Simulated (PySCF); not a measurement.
HfO₂ + N₂ → HfN₂ + O₂

Level: PBE0 in the def2-TZVP basis family, computed in PySCF with density fitting; scalar-relativistic core potentials for atoms from Rb on, none lighter, no spin–orbit coupling; open shells unrestricted.

```csv
species,state and structure,E (Eh),ZPE (kJ/mol),H(298 K) − H(0) (kJ/mol),S° (J/(mol K))
HfO₂,"singlet, C2v, Hf–O 1.776 Å (×2); O–Hf–O 107.8°",-198.37557,12.4,11.3,276.1
N₂,"singlet, D∞h, N–N 1.089 Å",-109.44629,14.9,8.7,191.4
HfN₂,"triplet, C∞v, Hf–N 2.013 Å, N–N 1.138 Å; Hf–N–N 180.0°",-157.32010,17.2,11.7,272.1
O₂,"triplet, D∞h, O–O 1.193 Å",-150.23561,10.3,8.7,204.9
```

(1) What is the electronic reaction energy?

(2) Add zero-point, thermal and entropy terms for 298.15 K and 1 bar.

Results:

(1) At PBE0/def2-TZVP, ΔE = 698.8 kJ/mol from the differences of the total energies times 2625.5, uphill. 

(2) ΔZPE = 0.2 and Δ[H(298) − H(0)] = 0.4 kJ/mol give ΔH° = 699.4 kJ/mol. ΔS° = 9.5 J/(mol K), so ΔG° = 699.4 − 298.15 × (0.0095) = 697 kJ/mol.

Spin–orbit coupling can matter for HfO₂, HfN₂ and is left out. Open d or f shells are single determinants, so the state found may not be the ground state. Only the bonding shown was studied: isomers, or loss of a ligand pair, can lie lower.
